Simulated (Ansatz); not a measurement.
C₄H₁₃GeN⁺, that is GeMe3(NHMe) with one electron fewer. The state is a doublet with charge 1. Geometry B3LYP-D4/def2-SVP, that of the neutral singlet; atoms count from 1.

```xyz
19

Ge   -0.4057    0.0130   -0.1659
C    -0.1327    1.8974   -0.6454
H    -0.4336    2.5492    0.1886
H    -0.7335    2.1564   -1.5315
H     0.9238    2.0982   -0.8808
C     0.2230   -1.1388   -1.6421
H    -0.3305   -0.9185   -2.5691
H     0.0770   -2.2023   -1.3963
H     1.2944   -0.9731   -1.8357
C    -2.2906   -0.3596    0.2336
H    -2.4353   -1.4199    0.4945
H    -2.9202   -0.1358   -0.6416
H    -2.6330    0.2577    1.0780
N     0.5194   -0.2894    1.4133
C     1.9627   -0.1537    1.4747
H     0.1909   -1.1044    1.9263
H     2.5389   -0.9607    0.9711
H     2.2718    0.7960    1.0065
H     2.3130   -0.1117    2.5219
```

**Question.** Estimate the Mulliken populations from the PBE0/def2-TZVP orbitals of Ansatz.

**Answer.** 
```
atom  charge (e)  spin (α − β)
 Ge1        0.23         -0.04
  C2       -0.43          0.03
  H3        0.18          0.00
  H4        0.18          0.00
  H5        0.16          0.00
  C6       -0.42          0.15
  H7        0.20          0.01
  H8        0.18          0.00
  H9        0.17          0.00
 C10       -0.43          0.00
 H11        0.17          0.00
 H12        0.18          0.00
 H13        0.18          0.00
 N14       -0.12          0.79
 C15       -0.33         -0.03
 H16        0.29         -0.02
 H17        0.22          0.08
 H18        0.19          0.01
 H19        0.21          0.03
```
Mulliken values depend strongly on the basis.

**Question.** Where does the spin sit?

**Answer.** Summed by element: Ge -0.04, C 0.16, H 0.10, N 0.79, of 1 unpaired in all. Largest on single atoms: N14 0.79, C6 0.15, H17 0.08.

**Question.** And the Mayer bond orders between heavy atoms (over 0.3)?

**Answer.** Ge1–C2 1.00 (1.96 Å); Ge1–C6 0.92 (1.98 Å); Ge1–C10 1.04 (1.96 Å); Ge1–N14 0.82 (1.86 Å); N14–C15 1.02 (1.45 Å).
